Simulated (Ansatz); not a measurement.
Reactions of `O[SiH]1CC(F)O1`.

Program: Ansatz. Geometries: PBE0-D4/def2-TZVP. ΔE: electronic, gas phase. CCSD(T)/CBS adds triple-zeta CCSD(T) − MP2 to the extrapolated MP2 energy (def2 sets, frozen cores). This one scheme is used for every species, atoms too. Functionals use def2-TZVPP. B3LYP here is the variant with VWN-RPA as its local correlation; programs differ in this. Open shells (•) are unrestricted, without spin–orbit coupling. Spin–orbit coupling would lower the free atoms: a little for C, F, O, Si. One conformer a species, not always the lowest.

| reaction | CCSD(T)/CBS(def2) (kcal/mol) |
| --- | --- |
| `O[Si@@H]1C[C@@H](F)O1` + H₂ → `O[SiH]1CCO1` + H–F | -15.0 |
| `O[Si@@H]1C[C@@H](F)O1` → `CC(=O)O[SiH2]F` | ? |
| `O[Si@@H]1C[C@@H](F)O1` → `O[Si@@H](F)[C@@H]1CO1` | ? |
| `O[Si@@H]1C[C@@H](F)O1` → `O=COC(F)[SiH3]` | 68.5 |
| `O[Si@@H]1C[C@@H](F)O1` → `O=C[SiH](O)CF` | 42.5 |
| `O[Si@@H]1C[C@@H](F)O1` → 2 C• + F• + 5 H• + 2 O• + Si• | 1068.4 |
| `O[Si@@H]1C[C@@H](F)O1` → `CO[Si]1(F)CO1` | ? |
| `O[Si@@H]1C[C@@H](F)O1` + H–F → `F[C@@H]1C[Si@@H](F)O1` + H₂O | -8.9 |
| `O[Si@@H]1C[C@@H](F)O1` → `C=C[Si](O)(O)F` | -59.2 |
| `O[Si@@H]1C[C@@H](F)O1` → `C=C(F)[SiH](O)O` | -0.1 |

Q: Fill in the missing values. (An estimate is asked.)

A: Ansatz gave: `O[Si@@H]1C[C@@H](F)O1` → `CC(=O)O[SiH2]F`: -26.5 kcal/mol; `O[Si@@H]1C[C@@H](F)O1` → `O[Si@@H](F)[C@@H]1CO1`: +2.6 kcal/mol; `O[Si@@H]1C[C@@H](F)O1` → `CO[Si]1(F)CO1`: -5.4 kcal/mol.

Largest T1 diagnostic: 0.015, for `O=COC(F)[SiH3]`.
